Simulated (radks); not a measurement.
Task: These are the eigenvalues of the occupied orbitals of an atom or ion with whole-number occupations (eV). Calculated with a radial shooting solver on a logarithmic mesh with Libxc functionals: Dirac Kohn-Sham, PBE, spin-unpolarised, spherical densities, finite nucleus; Fermi nuclear charge, rms radius of each element as measured or else 0.836 A^(1/3) + 0.57 fm.

orbital  eigenvalue
1s1/2     -24162.94
2s1/2     -3536.660
2p1/2     -3281.306
2p3/2     -3121.906
3s1/2     -646.9588
3p1/2     -546.1669
3p3/2     -518.3846
3d3/2     -339.9364
3d5/2     -334.3973
4s1/2      -96.6239
4p1/2      -65.5029
4p3/2      -61.0500
4d3/2      -14.9036
4d5/2      -14.4241

Which element is it, and in what charge state? The configuration may be excited. Open shells, if any, are shared by 2j + 1.

Result: Z = 46, palladium, charge +1: Pd+ in [Kr] 4d9. The list shows which subshells hold electrons but not how many an open one holds; the 1s level, -887.97 hartree, gives Z - s = 42.1 by -(Z - s)^2/2, which with screening and relativity narrows Z to a few neighbours, and the depths of the outer levels then fix element, charge and occupations together.
